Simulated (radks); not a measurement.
Problem. The mean radii <r> (bohr) of the occupied orbitals of an atom or ion are listed with their occupations. Calculated with a radial shooting solver on a logarithmic mesh with Libxc functionals: scalar-relativistic Kohn-Sham, PBE, spin-unpolarised, spherical densities, point nucleus.

orbital  occ.      <r>
1s          2  0.02898
2s          2   0.1205
2p          3   0.1042

Name the element and its charge.

Solution. Z = 50, tin, charge +43: Sn43+ in [He] 2s2 2p3. The 1s radius gives Z: for a bare nucleus <r> = (2 gamma + 1)/(2Z) with gamma = sqrt(1 - (Z/c)^2), 0.02862 bohr for Z = 50, and screening makes it slightly larger (0.02898 here). The occupations add up to 7, and the charge is Z minus that.
